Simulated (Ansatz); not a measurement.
TiS2: single points at one geometry.

```yaml
crystal:
  periodic: [false, false, false]
  atoms:
    - {symbol: Ti, position_ang: [-1.362150, 0.186089, -0.005083]}
    - {symbol: S, position_ang: [0.549175, -1.063969, -0.194583]}
    - {symbol: S, position_ang: [0.812985, 0.877880, 0.199666]}
basis:
  gaussian: {orbitals: def2-TZVP, initial_orbitals: start.molden}
hamiltonian: {xc: r2scan, dispersion: d4}
scf: {omitted_lower_state_checks: [starts]}
output: {orbitals: {seedname: orbitals}}
```

The file start.molden holds the orbitals of an earlier run on this structure, at another level or in another basis.

```sh
$ ansatz run in.yaml --threads 4 --pin off --events-out ev --progress --plain --max-ram 3916MiB
```

Output, abridged:

```
Functional definition: r2SCAN
935 factors; their error is unknown
mean field evaluation 1: about -44783.3078 eV, gradient 8.4e0 eV
mean field evaluation 2: about -44783.3906 eV, gradient 2.9e-1 eV
mean field evaluation 4: about -44783.3757 eV, gradient 1.2e-1 eV
mean field evaluation 8: about -44783.3758 eV, gradient 1.3e-5 eV
mean field -44783.37576358 eV, -1645.7587040492 hartree, gradient 1.1e-5 eV, S^2 0.000000; 0 other end points of the search recorded, 0 dependent functions left out
reference -44783.37577575 eV, -1645.7587044965 hartree; 27, 27 occupied and 92, 92 virtual orbitals, 935 factors
Total energy: -44783.39573084 eV, -1645.7594378326 hartree
Checks for a lower state left out: starts
```

Hardware: 4 threads of Intel Xeon Platinum 8375C on a shared host. Wall time 1.8 s.

As the first input, with `gaussian: {orbitals: def2-TZVP}`, `hamiltonian: {xc: pbe0, dispersion: d4}` and without the key `scf` (abridged; 2.5 s):

```
Functional definition: PBE0
mean field evaluation 16: about -44772.4809 eV, gradient 1.3e-2 eV
mean field evaluation 32: about -44772.4088 eV, gradient 1.2e0 eV
mean field -44772.48094717 eV, -1645.3583269308 hartree, gradient 1.7e-5 eV, S^2 0.000000; 4 other end points of the search recorded, 0 dependent functions left out
Total energy: -44772.57256266 eV, -1645.3616937381 hartree
```

As the first input, with `hamiltonian: {xc: pbe, dispersion: d4}` (abridged; 0.91 s):

```
Functional definition: PBE
mean field -44770.84258476 eV, -1645.2981182229 hartree, gradient 1.0e-5 eV, S^2 0.000000
Total energy: -44770.95232860 eV, -1645.3021512347 hartree
Checks for a lower state left out: starts
```

Geometry: PBE0-D4/def2-TZVP, that of the charge +1 doublet.

A triplet lies near this restricted singlet, and broken spin symmetry wasn't tried. At PBE-D4/def2-TZVP an occupied level of the charge 0 singlet lies above an empty one (by up to 0.11 eV), so this SCF solution is probably not the lowest. At PBE0-D4/def2-TZVP a triplet of charge 0 lies 0.99 eV below the restricted singlet at the same geometry. The structure comes from a short search, and lower isomers may exist.
